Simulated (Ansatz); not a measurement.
Abridged output of a molecular run in Ansatz:

```
Functional definition: HF
2224 factors; integrals over basis functions are off by at most 1.1e-3 eV
mean field evaluation 1: about -73436.7763 eV, gradient 5.5e1 eV
mean field evaluation 2: about -73437.0331 eV, gradient 5.5e1 eV
mean field evaluation 4: about -73443.0201 eV, gradient 4.6e0 eV
mean field evaluation 8: about -73443.1043 eV, gradient 3.2e-1 eV
mean field evaluation 16: about -73443.1046 eV, gradient 8.0e-7 eV
mean field -73443.10464322 eV, -2698.9843141142 hartree, gradient 8.0e-7 eV, S^2 0.000000; 0 other end points of the search recorded, 0 dependent functions left out
19 core orbitals not correlated: weight in the atoms' cores, before any rotation towards them, 1.000 or more for the frozen orbitals, at most 0.000 for the correlated occupied ones
reference -73443.10464322 eV, -2698.9843141142 hartree; 27, 27 occupied and 325, 325 virtual orbitals, 2224 factors
second order -39.20665575 eV of doubles, -0.00000000 eV of singles
cycle   1  -39.33194622 eV  change   -1.3e-1 eV  update   1.3e-1
cycle   2  -40.23401301 eV  change   -9.0e-1 eV  update   3.5e-2
cycle   3  -40.40524826 eV  change   -1.7e-1 eV  update   1.7e-2
cycle   4  -40.38682654 eV  change    1.8e-2 eV  update   3.5e-3
cycle   5  -40.38513967 eV  change    1.7e-3 eV  update   1.5e-3
cycle   6  -40.38584129 eV  change   -7.0e-4 eV  update   4.0e-4
cycle   7  -40.38564308 eV  change    2.0e-4 eV  update   1.4e-4
cycle   8  -40.38557162 eV  change    7.1e-5 eV  update   4.3e-5
cycle   9  -40.38558196 eV  change   -1.0e-5 eV  update   1.7e-5
perturbative correction -1.39173325 eV, -0.0511452534 hartree
Total energy: -73484.88195843 eV, -2700.5196021304 hartree
```

Its atoms:

Z-matrix (Å, degrees):
```
C
Ge 1 1.947
H 1 1.091 2 110.6
H 1 1.091 2 110.0 3 120.4
H 1 1.091 2 110.2 3 -120.1
N 2 1.851 1 110.7 3 -179.8
H 2 1.538 1 111.5 3 -62.5
H 2 1.540 1 110.5 3 60.7
Si 6 1.689 2 128.8 1 -69.6
H 6 1.010 2 113.6 1 102.5
C 9 1.842 6 112.6 2 -19.7
F 9 1.594 6 109.4 2 -143.2
F 9 1.597 6 112.0 2 102.9
H 11 1.093 9 111.5 6 61.2
H 11 1.092 9 111.2 6 -59.7
H 11 1.092 9 109.8 6 -179.6
```

Task: Which basis set was used?
A. def2-TZVPP
B. def2-QZVPP
C. def2-TZVPPD
D. def2-SVPD

Result: A. It gives 371 functions.

Task: Write the keys of the input that set method, charge and spin (a neutral closed shell needs none for the last two).

Result: 
```yaml
correlation: {method: ccsd_t}
```
